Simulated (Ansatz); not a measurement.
Rb₃Cl₄, relaxed as a doublet with UKS PBE0-D4/def2-SVP in Ansatz, starting from the GFN1-xTB geometry. Force threshold 0.02 eV/Å.

In the def2 sets Rb takes a core potential; there is no spin–orbit coupling. In the doublet, Cl4 and Cl6 lie 2.64 Å apart (atoms count from 1), so these atoms are partly bonded to each other. Another isomer (doublet) lies 0.03 eV lower at PBE0-D4/def2-TZVP; other spin states weren't run for this one.

Start:

Cartesian coordinates in Å:
```
Rb -1.315 1.474 -1.079
Rb -0.604 -2.518 -0.411
Rb 2.091 1.068 1.210
Cl 1.487 -1.809 1.552
Cl -2.116 -1.014 -2.298
Cl -0.579 -0.255 1.573
Cl 1.035 3.055 -0.547
```

Problem. Estimate the energy that the relaxation releases and the steps that it takes.

Solution. 55.6 kJ/mol, in 16 steps; 53 s on 4 threads of Intel Xeon Platinum 8488C on a shared host. The force fell under the threshold at step 9, but the optimiser went on and released 0.021 eV more. No frequencies were taken in this run, so the end may be a saddle point.

Problem. Does the start keep its bonding?

Solution. Bonds formed: Rb1–Cl4 (atoms count from 1). Metal–metal contacts that move far: Rb2–Rb3 4.77 to 5.96 Å. The end is the same structure that another start reached.

Problem. Predict the relaxed structure.

Solution. 
```xyz
7

Rb   -0.688    1.152   -1.431
Rb   -1.263   -2.991   -0.028
Rb    2.140    1.487    1.934
Cl    1.446   -1.216    0.263
Cl   -2.293   -1.342   -2.259
Cl   -0.553   -0.354    1.763
Cl    1.211    3.264   -0.242
```
Bond lengths (bridged metal pairs left out): 10 × Cl–Rb 2.96 to 3.61 Å.
